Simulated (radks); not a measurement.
Excited configurations of Se I: one electron is placed in a higher orbital outside [Ar] 3d10 4s2 4p3. The ground configuration is [Ar] 3d10 4s2 4p4. All-electron calculation, scalar-relativistic Kohn-Sham, PBE, spin-unpolarised, spherical densities, point nucleus. Program: a radial shooting solver on a logarithmic mesh with Libxc functionals. Excitation = E - E(ground); binding = E(ion) - E, where the ion is the core of charge +1; n* = 1/sqrt(2 binding) in atomic units, and the quantum defect is n - n*.

[
 {"outer orbital": "4f", "excitation (eV)": "9.935", "binding (eV)": "0.911", "n*": "3.866", "quantum defect": "0.134", "<r> (bohr)": "17.36"},
 {"outer orbital": "5f", "excitation (eV)": "10.216", "binding (eV)": "0.629", "n*": "4.652", "quantum defect": "0.348", "<r> (bohr)": "29.39"},
 {"outer orbital": "6s", "excitation (eV)": "9.116", "binding (eV)": "1.729", "n*": "2.805", "quantum defect": "3.195", "<r> (bohr)": "12.60"},
 {"outer orbital": "6d", "excitation (eV)": "10.066", "binding (eV)": "0.779", "n*": "4.179", "quantum defect": "1.821", "<r> (bohr)": "25.77"},
 {"outer orbital": "7p", "excitation (eV)": "10.029", "binding (eV)": "0.816", "n*": "4.084", "quantum defect": "2.916", "<r> (bohr)": "26.45"},
 {"outer orbital": "7f", "excitation (eV)": "10.502", "binding (eV)": "0.343", "n*": "6.299", "quantum defect": "0.701", "<r> (bohr)": "62.04"}
]

The Delta-SCF ionisation energy is 10.845 eV (NIST Atomic Spectra Database: 9.752 eV, measured). Self-interaction in the functional shifts the binding energies and quantum defects, so they are the method's values and not measured ones. Spin polarisation and multiplet splitting are left out, so open shells lie too high by an amount that depends on their filling.

Beside tabulated values, note that spin-unpolarised runs miss the spin-polarisation part of the exchange energy of open shells.
